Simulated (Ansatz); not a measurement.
Stepwise reaction of `[OH][Sn]([F])([F])[F]` with hydrogen, as a gas-phase model of exchange steps in deposition or etching. ΔE in kJ/mol; ΔG adds harmonic PBE0-D4 terms to CCSD(T)/CBS, at 1 bar.

Program: Ansatz. Geometries: PBE0-D4/def2-TZVP. ΔE: electronic, gas phase. CCSD(T)/CBS adds triple-zeta CCSD(T) − MP2 to the extrapolated MP2 energy (def2 sets, frozen cores). This one scheme is used for every species. DFT in def2-TZVPP. B3LYP here is the variant with VWN-RPA as its local correlation; programs differ in this. Elements past krypton have def2 core potentials. For Sn outer-core shells are correlated without core-valence functions, which leaves a few kJ/mol of doubt a bond. Each species was taken in one conformer, which may not be the lowest.

```tsv
step	reaction	PBE-D4	B3LYP-D4	ωB97M-V	CCSD(T)/CBS	ΔG(500 K)
1	`[OH][Sn]([F])([F])[F]` + H₂ → `[OH][SnH]([F])[F]` + H–F	10.7	10.0	8.2	9.5	11.4
2	`[OH][SnH]([F])[F]` + H₂ → `[OH][SnH2][F]` + H–F	42.4	43.4	41.2	40.9	40.8
3	`[OH][SnH2][F]` + H₂ → `[OH][SnH3]` + H–F	51.0	53.0	49.6	49.3	46.7
```

(1) By hand: ΔE of the 3 steps together at CCSD(T)/CBS.

## Answers

(1) (9.5) + (40.9) + (49.3) = 99.7 kJ/mol, or 33.2 kJ/mol a step.

In ΔE each step is higher than the one before. All are uphill at CCSD(T)/CBS. ΔG lies between 11.4 and 46.7 kJ/mol a step. PBE-D4 differs from CCSD(T)/CBS by 1.2 to 1.7 kJ/mol a step. Isolated molecules leave out the surface, adducts and barriers. Largest T1 diagnostic: 0.015.
